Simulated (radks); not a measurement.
Valence configurations of Sn II (all share [Kr]). Calculated with a radial shooting solver on a logarithmic mesh with Libxc functionals: scalar-relativistic Kohn-Sham, LDA (Slater exchange, Perdew-Wang correlation), spin-unpolarised, spherical densities, point nucleus. Energies are relative to 4d10 5s2 5p1; eigenvalues in eV.

valence,E (eV),e(4d),e(5p),e(5s)
4d10 5s2 5p1,0.000,-33.932,-10.519,-18.157
4d10 5p3,15.667,-36.782,-11.857,-
4d9 5s2 5p2,25.682,-40.039,-12.063,-20.454
4d10 5s1.5 5p1.5,3.844,-34.673,-10.876,-18.613
4d8 5s2 5p3,55.964,-46.113,-13.500,-22.604
4d9 5s1 5p3,34.163,-41.382,-12.681,-21.252
4d10 5s0.5 5p2.5,11.678,-36.097,-11.543,-19.474
4d9.5 5s1 5p2.5,20.385,-38.389,-11.961,-20.169
4d8.5 5s1 5p3.5,49.082,-44.372,-13.382,-22.306
4d9.5 5p3.5,28.684,-39.724,-12.569,-

NIST lists [Kr] 4d10 5s2 5p1 as the ground configuration; this level of theory agrees among the configurations tried. The energies are those of spherical spin-averaged densities, not of single terms.
